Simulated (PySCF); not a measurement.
**Electron correlation in Bi⁵⁵⁺ (bismuth, charge +55)**

Starting occupation: [Ar] 3d10. All numbers are calculated (PySCF 2.14, X2C-1e with screened-nucleus spin-orbit coupling, Gaussian nucleus, in an uncontracted even-tempered set (17 s from 5.5 bohr⁻², ratio 2.6; 15 p from 7.2 bohr⁻², ratio 2.6; 10 d from 7.2 bohr⁻², ratio 2.6; 5 f from 7.3 bohr⁻², ratio 2.8)). Frozen: [Ar]; 10 electrons correlated; the 96 highest virtual spinors left out.

MP2 pair energies summed by pair of shells (mhartree):

```tsv
pair	energy	share (%)
3d3/2-3d5/2	-190.03	49.6
3d5/2-3d5/2	-134.64	35.2
3d3/2-3d3/2	-58.29	15.2
```

Total MP2 correlation energy: -382.96 mhartree.

The virtual space was cut to 70 spinors, which keep -378.54 of the -382.96 mhartree of MP2 correlation.

```json
{"level": "CCSD", "correlation energy (mhartree)": "-375.47"}
{"level": "(T)", "correlation energy (mhartree)": "-0.11"}
{"level": "CCSD(T)", "correlation energy (mhartree)": "-375.58"}
```

Diagnostics: T1 = 3.8e-05, largest double amplitude 0.004.

Cost of the coupled-cluster step: 85 s of wall time on 1 thread of Neoverse-V1 (shared host), for 10 occupied and 70 virtual spinors.

Iterations:

```
Init t2, MP2 energy = -0.378535163013021
CCSD nocc = 10, nmo = 80
Init t2, MP2 energy = -0.378535163013021
Init E_corr(GCCSD) = -0.378535163013021
cycle = 1  E_corr(GCCSD) = -0.375420719939403  dE = 0.00311444307  norm(t1,t2) = 0.00042131
cycle = 2  E_corr(GCCSD) = -0.375474919343846  dE = -5.41994044e-05  norm(t1,t2) = 8.65584e-06
cycle = 3  E_corr(GCCSD) = -0.37547475304405  dE = 1.66299796e-07  norm(t1,t2) = 3.02666e-07
cycle = 4  E_corr(GCCSD) = -0.375474777970126  dE = -2.49260763e-08  norm(t1,t2) = 8.92306e-09
cycle = 5  E_corr(GCCSD) = -0.375474778097418  dE = -1.27292066e-10  norm(t1,t2) = 9.62014e-11
GCCSD converged
E(GCCSD) = -19139.21811171302  E_corr = -0.375474778097418
```

At this charge the one-electron X2C treatment keeps the bare 1/r₁₂, with no two-electron picture change or Breit term. The effect here is smaller than on the frozen 1s shell.
